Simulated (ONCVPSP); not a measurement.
Logarithmic derivatives: nickel, ONCV

| Item | Value |
| --- | --- |
| Element | nickel (Ni) |
| Generator | ONCVPSP 4.0.1 |
| Type | optimised norm-conserving Vanderbilt (ONCV) |
| Functional | PBE |
| Relativity | fully relativistic |
| Frozen core | [Ne] |
| Valence charge | 18 |
| Reference configuration | 3s2 3p6 3d8 4s1.75 (charge +0.25) |
| Partial waves | 3s+4s: rc 1.50 bohr, ncon 3, nbas 7, qcut 8.9 1/bohr, 2 projectors; 3p: rc 1.05 bohr, ncon 4, nbas 7, qcut 15 1/bohr, 2 projectors, debl 1.1 Ha; 3d: rc 1.40 bohr, ncon 4, nbas 9, qcut 12.9 1/bohr, 2 projectors, debl 3.9 Ha |
| Local potential | polynomial inside 0.70 bohr (lpopt 3, dvloc0 2 Ha) |
| Core correction | none |

Open shells are filled in proportion to 2j + 1.

In the p channel the program set the typed energies aside and used -2.674, 0.250 Ha (j = l + 1/2; the other j can differ).

The phase is arctan(r·R′/R) of the radial function R(r), unwrapped; energies in Ha, scanned from -6 to 5 Ha. A pole is an energy at which the radial function vanishes at the test radius. The pseudo phase is shifted by a multiple of π to meet the all-electron one at the reference energy, and phase errors are pseudo minus all-electron; the curves can meet again beyond the range given. Levels narrower than the energy grid can be missing from the lists of poles.

| channel | radius (bohr) | reference energy (Ha) | poles, all-electron | poles, pseudo | unbroken range about the reference energy with phases within 0.05 rad | phase error 1 Ha above the reference energy (rad) |
| --- | --- | --- | --- | --- | --- | --- |
| s | 1.52 | -0.27 | -3.98 | -3.98 | the whole range | -0.001 |
| p3/2 | 1.06 | -2.67 | -0.71 | -0.71 | the whole range | +0.000 |
| p1/2 | 1.06 | -2.76 | -0.86 | -0.86 | the whole range | +0.000 |
| d5/2 | 1.42 | -0.40 | 0.24 | 0.24 | the whole range | +0.000 |
| d3/2 | 1.42 | -0.41 | 0.23 | 0.23 | the whole range | +0.000 |

Phases in the s channel:

```
E (Ha)  all-electron  pseudo
 -5.96         1.262   1.261
 -5.40         1.203   1.203
 -4.84         1.039   1.039
 -4.28        -1.000  -1.000
 -3.72        -1.699  -1.699
 -3.16        -1.817  -1.818
 -2.60        -1.897  -1.897
 -2.04        -1.981  -1.981
 -1.48        -2.094  -2.094
 -0.92        -2.274  -2.274
 -0.36        -2.599  -2.599
  0.20        -3.164  -3.164
  0.76        -3.770  -3.770
  1.32        -4.138  -4.140
  1.88        -4.337  -4.339
  2.44        -4.455  -4.457
  3.00        -4.532  -4.535
  3.56        -4.588  -4.592
  4.12        -4.631  -4.636
  4.68        -4.667  -4.673
```
